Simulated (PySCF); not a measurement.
**V⁺ (vanadium, charge +1): UHF calculation**

Configuration: [Ar] 3d4, high-spin 5D determinant. All numbers are calculated (PySCF 2.14, the spin-free X2C one-electron Hamiltonian (Gaussian nucleus), in x2c-TZVPall (6s5p4d1f, 48 functions)).

- Total energy: -947.906069 hartree
- One-electron energy: -1299.1901 hartree
- Hartree (Coulomb) energy: 395.9836 hartree
- Exchange energy: -44.6995 hartree
- ⟨S²⟩: 6.0009
- ⟨L²⟩: 6.018
- Sum of ⟨r⟩: 16.36 bohr
- Sum of ⟨r²⟩: 21.69 bohr²
- Traceless quadrupole moment −½Σ⟨3z² − r²⟩ along its main axis: -0.917 e·bohr²
- Langevin diamagnetic susceptibility: -17.2 ×10⁻⁶ cm³/mol
- Time after the integrals: 0.31 s of wall time on 1 thread of Neoverse-N1 (shared host)

```tsv
shell	electrons	mean orbital energy (eV)	spread (eV)	rms radius, mean of both spins (bohr)
1s β	1	-5522.7	0	0.0768
1s α	1	-5522.7	0	0.0768
2s α	1	-659.63	0	0.332
2s β	1	-657.87	0	0.332
2p α	3	-548.36	0.056	0.303
2p β	3	-546.57	0.574	0.303
3s α	1	-92.948	0	1.03
3s β	1	-86.170	0	1.03
3p α	3	-61.688	1.017	1.13
3p β	3	-53.224	1.656	1.13
3d α	4	-15.825	1.493	1.67
```

Densities and radii are taken from the X2C orbitals without a picture-change correction, which distorts them close to the nucleus.
